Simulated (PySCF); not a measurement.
Molecule (SMILES): C=[SiH2] (CH2-SiH2).
Geometry (B3LYP-D3(BJ)/def2-TZVP, fixed):
```
Si
C 1 1.7009
H 2 1.0823 1 122.25
H 2 1.0823 3 115.51 1 180.00
H 1 1.4730 2 122.63 3 0.00
H 1 1.4730 5 114.74 2 -180.00
```

Basis-set convergence of the mean static polarisability at PBE with PySCF. All functions are spherical. Density fitting with generated auxiliary sets. In sets without p functions on hydrogen, species with hydrogen take exact integrals. No added dispersion term, no relativity. Reference: the value in aug-pcseg-2, 48.84 bohr³, itself unsure by roughly 0.2 % (its distance from aug-cc-pV(T+d)Z). Deviations are taken from unrounded values. Cost is core time over that of pcseg-1, rough, on shared machines of one kind; a dash marks a row that isn't timed (too short, read off another run, short of memory, by another algorithm or on other hardware).

```csv
basis,functions,mean static polarisability (bohr³),minus reference (%),cost
STO-3G,18,16.56,-66.1,-
3-21G,30,32.39,-33.7,-
pcseg-0,30,34.96,-28.4,-
6-31+G*,48,41.31,-15.4,-
pcseg-1,52,37.49,-23.2,1×
6-311+G**,76,43.18,-11.6,2×
aug-pcseg-1,86,48.15,-1.4,2×
aug-cc-pV(D+d)Z,91,48.41,-0.9,2×
Sadlej pVTZ,92,48.86,0.0,2×
def2-TZVP,92,42.62,-12.7,2×
def2-TZVPD,116,48.25,-1.2,3×
cc-pV(T+d)Z,125,42.63,-12.7,3×
def2-QZVPP,247,46.44,-4.9,10×
```

The smallest set listed that lies within 2 % of the reference with all its larger relatives (same family, alike in diffuse functions; a set with none counts only in the reference's own line) is aug-pcseg-1 (86 functions, 2× in cost, -1.4 % off). Inside, with no larger relative to test it: Sadlej pVTZ. (Relatives not listed, tested too: jun-cc-pV(T+d)Z -0.3, def2-TZVPPD -1.1, aug-pcseg-2 0.0, aug-cc-pV(T+d)Z 0.2, def2-QZVPPD 0.0 %.)
